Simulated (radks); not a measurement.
Trend from Mg2+ to Ar2+: ionisation energy by Delta-SCF between NIST ground configurations, and size. All-electron calculation, Dirac Kohn-Sham, PBEsol, spin-unpolarised, spherical densities, finite nucleus; open shells fill j = l - 1/2 first; Fermi nuclear charge, rms radius of each element as measured or else 0.836 A^(1/3) + 0.57 fm. Program: a radial shooting solver on a logarithmic mesh with Libxc functionals.

species,configuration,configuration of the ion,IE (eV),NIST (eV),kind,outermost,<r> outermost (bohr)
Mg2+,[Ne],[He] 2s2 2p5,80.933,80.144,exp.,2s1/2,0.696
Al2+,[Ne] 3s1,[Ne],28.161,28.448,exp.,3s1/2,2.21
Si2+,[Ne] 3s2,[Ne] 3s1,33.899,33.493,exp.,3s1/2,1.95
P2+,[Ne] 3s2 3p1,[Ne] 3s2,29.759,30.203,exp.,3p1/2,1.97
S2+,[Ne] 3s2 3p2,[Ne] 3s2 3p1,34.065,34.86,semi-emp.,3p1/2,1.76
Cl2+,[Ne] 3s2 3p3,[Ne] 3s2 3p2,38.172,39.8,semi-emp.,3p3/2,1.60
Ar2+,[Ne] 3s2 3p4,[Ne] 3s2 3p3,42.422,40.74,semi-emp.,3p3/2,1.47

Reference values: NIST Atomic Spectra Database (exp. = measured, semi-emp. = semi-empirical, theory = theoretical value adopted there). Spin polarisation and multiplet splitting are left out, so open shells lie too high by an amount that depends on their filling.

Beside tabulated values, note that spin-unpolarised runs miss the spin-polarisation part of the exchange energy of open shells.
